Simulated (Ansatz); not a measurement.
Cost and result for the atomization energy of `[SeH][SiH]1C[SiH2]1` (10 atoms, 10 bonds).

```xyz
10

Se   -0.2994   -2.1680    1.5695
Si   -0.3585   -0.8460   -0.2697
C     0.8553    0.6059   -0.3367
Si   -0.8702    1.3224    0.0044
H     0.9214   -2.8769    1.1528
H    -0.5638   -1.5678   -1.5480
H     1.2999    0.8277   -1.3055
H     1.5855    0.6799    0.4660
H    -1.0937    1.8974    1.3504
H    -1.4766    2.1252   -1.0832
```

The species carries charge 0 and has multiplicity 1. Correlated methods include outer-core shells of Se, which these sets cover unevenly. Scalar relativity is left out up to krypton. All single points use the PBE0-D4/def2-TZVP geometry. It is one conformer, not always the lowest. Program: Ansatz. All runs use 4 threads of an Arm Neoverse V1 on a shared host. Times are those of one run each, without the atoms' runs, and a repeat can differ threefold. Electronic energies, without spin–orbit coupling; frozen cores. CCSD(T)/CBS adds CCSD(T) − MP2 in def2-TZVPP to the MP2 limit, and its time is that of the two runs behind it. T1 = 0.011. With those shells the extrapolation isn't a true limit. B3LYP takes the VWN-RPA correlation (the form of Gaussian; ORCA's B3LYP/G).

CCSD(T)/CBS is a level of theory with its own doubt, some kJ/mol a heavy atom from the limit and from the frozen cores, so smaller differences don't rank the functionals.

| level | functions | wall time | atomization (kJ/mol) | difference from CCSD(T)/CBS | per bond |
| --- | --- | --- | --- | --- | --- |
| PBE-D4/def2-TZVPP (with forces) | 247 | 3 s | 3162.8 | 16.3 | 1.6 |
| PBE0-D4/def2-TZVPP | 247 | 4.2 s | 3136.7 | -9.8 | -1.0 |
| r2SCAN-D4/def2-TZVPP (with forces) | 247 | 6.5 s | 3158.0 | 11.5 | 1.1 |
| B3LYP-D4/def2-TZVPP (with forces) | 247 | 6.5 s | 3125.9 | -20.6 | -2.1 |
| B2PLYP/def2-TZVPP | 247 | 7 s | 3082.7 | -63.8 | -6.4 |
| ωB97X-V/def2-TZVPP | 247 | 9.5 s | 3163.8 | 17.3 | 1.7 |
| ωB97M-V/def2-TZVPP (with forces) | 247 | 15 s | 3136.8 | -9.7 | -1.0 |
| MP2/def2-QZVPP | 466 | 29 s | 3118.1 | -28.4 | -2.8 |
| CCSD(T)/def2-TZVPP | 247 | 3 min | 3054.1 | -92.4 | -9.2 |
| CCSD(T)/CBS(def2) | – | 3.4 min | 3146.5 | 0.0 | 0.0 |

The D4 term adds +42.9 kJ/mol with B3LYP and +22.5 kJ/mol with PBE0; it sums over pairs of atoms, weighted by their polarisabilities, and B3LYP, whose exchange is more repulsive, gets the larger term. In def2-TZVPP, CCSD(T) changes the Hartree–Fock value by +771.9 kJ/mol (the triples alone add +46.8 kJ/mol) and MP2 by +781.7 kJ/mol; breaking electron pairs costs correlation energy, which Hartree–Fock lacks. From PBE to PBE0 (25 % exact exchange), in def2-TZVPP and without D4, the atomization energy moves by −22.3 kJ/mol: exact exchange takes away binding that semilocal exchange gives to molecules.
